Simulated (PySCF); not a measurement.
C₃H₃ClF₂. Atoms are numbered in the order given.

```xyz
9

C     -1.5784    -0.5798    -0.6996
C     -0.5265     0.0708    -0.2126
Cl    -0.6447     1.6102     0.5627
C      0.8895    -0.4387    -0.2807
F      0.9285    -1.6131    -0.9395
F      1.3734    -0.6374     0.9615
H     -1.4292    -1.5469    -1.1823
H     -2.5855    -0.1669    -0.6276
H      1.5506     0.2808    -0.7966
```
Charge 0, spin multiplicity 1.

Geometry: PBE0-D3(BJ)/def2-SVP. One conformer was computed; it need not be the lowest.

All values below come from PBE/def2-TZVP run with PySCF.

Gas-phase values at a fixed geometry.

```json
{
 "total_energy": "-775.60535 hartree",
 "highest_occupied_level": "-6.77 eV",
 "lowest_empty_level": "-1.85 eV",
 "orbital_gap": "4.92 eV",
 "dipole_moment": "0.303 e·Å",
 "quadrupole, principal values (traceless, Buckingham form, about the centre of nuclear charge)": "-3.97, -1.47, 5.43 D·Å",
 "mean_static_polarisability": "50.6 bohr³ (7.49 Å³)",
 "polarisability_principal_values": "35.8, 51.6, 64.3 bohr³"
}
```
